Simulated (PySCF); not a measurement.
C₂H₄F₂OSi, SMILES C(C(F)F)([SiH3])=O.

Geometry: PBE-D3(BJ)/def2-SVP. Other conformers were not sampled.

These are PySCF with PBE/def2-TZVP values and carry that method's errors.

Symmetry labels are those of the subgroup Cs that the program uses (full group Cs).

Computed valence orbital energies around the gap with their symmetry:
```json
[
 {"orbital": "HOMO−7", "symmetry": "A'", "energy (eV)": "-10.82"},
 {"orbital": "HOMO−6", "symmetry": "A\"", "energy (eV)": "-10.33"},
 {"orbital": "HOMO−5", "symmetry": "A'", "energy (eV)": "-10.19"},
 {"orbital": "HOMO−4", "symmetry": "A\"", "energy (eV)": "-9.96"},
 {"orbital": "HOMO−3", "symmetry": "A'", "energy (eV)": "-9.14"},
 {"orbital": "HOMO−2", "symmetry": "A'", "energy (eV)": "-8.80"},
 {"orbital": "HOMO−1", "symmetry": "A\"", "energy (eV)": "-8.78"},
 {"orbital": "HOMO", "symmetry": "A'", "energy (eV)": "-6.18"},
 {"orbital": "LUMO", "symmetry": "A\"", "energy (eV)": "-3.35"},
 {"orbital": "LUMO+1", "symmetry": "A'", "energy (eV)": "-0.43"},
 {"orbital": "LUMO+2", "symmetry": "A'", "energy (eV)": "0.00"},
 {"orbital": "LUMO+3", "symmetry": "A'", "energy (eV)": "0.52"}
]
```
